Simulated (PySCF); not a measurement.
C3H3, SMILES c1c[cH+]1, charge +1. Coordinates come from a PBE-D3(BJ)/def2-TZVP optimisation.

TDDFT-PBE/def2-SVPD run with PySCF 2.14.0 puts the lowest singlet excitations at 7.09, 7.23, 7.23, 7.24, 9.57, 9.57 eV.

Question: What are the lowest excitation roots from PySCF 2.14.0 with ADC(2)/aug-cc-pVDZ? (Estimate from the structure and the level; the computed values follow.)

Answer: 7.69, 7.87, 7.87, 8.02, 9.84, 9.84 eV. S1 differs by 0.61 eV (second minus first; roots are paired by order, and the bases may differ).
